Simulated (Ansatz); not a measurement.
`C[S][Sn][O][SiH3]` and `C[S][Sn][NH2]` differ in one atom or group.

Ansatz, PBE0-D4/def2-TZVP geometries, multiplicity 1. Each molecule was computed in one conformer, which needn't be the lowest.

Elements past krypton have def2 core potentials.

```
                                          property  `C[S][Sn][O][SiH3]`
size of the dipole moment (ωB97M-V/def2-TZVPP) / D                 0.80
              HOMO–LUMO gap (PBE0/def2-TZVPP) / eV                 4.73
                 HOMO energy (PBE/def2-TZVPP) / eV                -5.96
    size of the dipole moment (PBE/def2-TZVPP) / D                 0.49
           HOMO–LUMO gap (ωB97M-V/def2-TZVPP) / eV                 8.44
               LUMO energy (B3LYP/def2-TZVPP) / eV                -2.52
```

(1) Give the same properties after the change, and the shifts. (An estimate is asked.)

Results:

(1) The calculation gave: 
```tsv
property	`C[S][Sn][NH2]`	shift
size of the dipole moment (ωB97M-V/def2-TZVPP) / D	2.24	1.44
HOMO–LUMO gap (PBE0/def2-TZVPP) / eV	4.95	0.22
HOMO energy (PBE/def2-TZVPP) / eV	-5.49	0.47
size of the dipole moment (PBE/def2-TZVPP) / D	2.26	1.77
HOMO–LUMO gap (ωB97M-V/def2-TZVPP) / eV	8.74	0.30
LUMO energy (B3LYP/def2-TZVPP) / eV	-1.89	0.63
```

With PBE0 the HOMO rises by 0.40 eV and the LUMO rises by 0.62 eV, so the gap widens by about 0.22 eV. PBE moves the HOMO by 0.47 eV and ωB97M-V by 0.32 eV. Dipoles are sizes alone; their direction can turn.

B3LYP here is the variant with VWN-RPA as its local correlation; programs differ in this.
